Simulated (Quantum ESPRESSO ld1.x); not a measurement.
Radial electron density D(r) = 4 pi r^2 rho(r) of an atom or ion with 41 electrons. All-electron calculation, scalar-relativistic Kohn-Sham, LDA (Slater exchange, VWN5 correlation), spin-polarised, spherical densities, point nucleus. Program: ld1.x of Quantum ESPRESSO 7.5.

r (bohr)  D(r) (e/bohr)  spin D(r)
0.00511           17.00  -0.000551
0.006761          24.76  -0.000798
0.008945          34.34   -0.00110
0.01184           44.73   -0.00143
0.01566           53.74   -0.00173
0.02072           58.49   -0.00194
0.02742           57.24   -0.00186
0.03627           52.29  -0.000423
0.048             50.76    0.00751
0.0635            58.76     0.0399
0.08402           71.11      0.142
0.1112            72.22      0.389
0.1471            57.97      0.817
0.1946            48.68       1.26
0.2575            56.02       1.24
0.3407            55.77      0.527
0.4545            33.60    -0.0128
0.6013            16.94       1.21
0.7956            16.15       3.81
1.053             14.27       4.99
1.393             7.113       3.49
1.843             1.961       1.32
2.438            0.2856      0.240
3.226           0.01835     0.0174
4.269         0.0003796   0.000375

What is the nuclear charge?

Answer. Z = 46. The innermost maximum, from 1s, lies near gamma/Z bohr with gamma = sqrt(1 - (Z/c)^2) = 0.942, here 0.0205 bohr (found: 0.0224), and its height grows with Z. The density is that of the palladium ion Pd5+ in [Kr] 4d5; the configuration itself is not fixed sharply by these data, and Z only to a few units. D(r) has 4 maxima, at r = 0.0224, 0.0986, 0.297, 0.855 bohr, and minima at 0.0443, 0.193, 0.689 bohr, inside which lie 2.01, 11.10, 29.20 electrons.
